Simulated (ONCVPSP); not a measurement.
silicon (Si), ONCV: configuration errors across variants

silicon (Si), optimised norm-conserving Vanderbilt (ONCV), made with ONCVPSP 4.0.1 (PW91, scalar-relativistic). Core [Ne], reference 3s1.5 3p2.5. Waves: 3s: rc 1.40 bohr, ncon 4, nbas 8, qcut 4.3 1/bohr, local; 3p: rc 2.15 bohr, ncon 4, nbas 9, qcut 3.1 1/bohr, 3 projectors, debl 2.7 Ha. Local part: the s channel. Core correction: Teter function, fcfact 6, rcfact 1.2.

All-electron excitation energies from the reference (eV): (1) 3s2 3p2 -3.392; (2) 3s2 3p1 4.390; (3) 3s2 3p0 20.444; (4) 3s2 3p1.5 -0.451.

1 further variants failed, have other tests or too few solved ones, and are left out.

Errors AE − PS in meV (a dash: test not solved or not reliable):

```tsv
change	(1)	(2)	(3)	(4)	bound ghosts	GHOST(+) flags above zero
base	+0.4	-0.2	+6.9	-0.1	none	none
s: nbas 9	+0.5	-0.2	+6.6	-0.1	none	none
p: rc 2.08	+0.4	-0.1	+8.0	-0.1	none	none
p: debl 2.85	+0.4	-0.2	+6.9	-0.1	none	none
s: nproj 1; local potential polynomial inside 0.95 bohr (lpopt 5, dvloc0 2 Ha)	+0.6	+0.4	+19	-0.1	none	s
```

Give the same row for: p: ncon 3, nbas 8.

+0.7, +0.2, +5.8, +0.3; bound ghosts: none; GHOST(+) flags above zero: none.
